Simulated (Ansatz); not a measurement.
Energy needed to pull apart AlSnH4, doublet, into free ground-state atoms, from the structure below (displaced at random from a GFN2-xTB minimum); no zero-point or spin–orbit terms; open-shell atoms are treated unrestricted, in their ground-state multiplicity.

```xyz
6
angstrom
Al -0.0776 -0.5512 0.1241
Sn -0.2713 1.8438 -0.8460
H 0.7530 -1.3198 1.1790
H -1.1325 -1.3944 -0.6494
H 1.2530 0.3938 -0.8518
H -0.6785 0.9729 0.8424
```

Program: Ansatz 0.2.0. Basis: def2-TZVPP. Cores are frozen in the correlated methods; orbitals are unrestricted. Filled d shells of the heavier atoms are correlated. Core potentials replace the inner electrons of the atoms past krypton. The def2 sets are not built for correlating such inner shells, so the correlated values are less sure here.

```
   method  atomization energy (kJ/mol)
   PBE-D4                         1246
  BLYP-D4                         1252
r2SCAN-D4                            ?
  PBE0-D4                         1240
 HSE06-D4                         1239
  wB97M-V                         1261
       HF                            ?
      MP2                         1195
     CCSD                         1225
  CCSD(T)                         1238
```

What does r2SCAN-D4 give? (To be estimated.)

The calculation gives: 1278 kJ/mol, which is about 40 kJ/mol more than CCSD(T)/def2-TZVPP.

What does HF give? (Judge from chemistry; the value comes from the calculation.)

By the calculation: 913 kJ/mol, which is about 325 kJ/mol less than CCSD(T)/def2-TZVPP.

In triple zeta the MP2 and coupled-cluster atomization energies are still short of their basis limit by a few kcal/mol a bond, whereas those of the functionals are nearly converged, so these differences are not deviations from converged CCSD(T).

The T1 diagnostic stays at or below 0.017. ⟨S²⟩ of the unrestricted Hartree–Fock references: 0.77 (a pure state has 0.75).

For scale, one of the runs: CCSD(T)/def2-TZVPP forces, 148 basis functions (an equivalent command: `ansatz run in.yaml --threads 4`). The run took 3.9 min on 4 CPU threads (shared host), with 4.2 GiB of host memory at its peak.
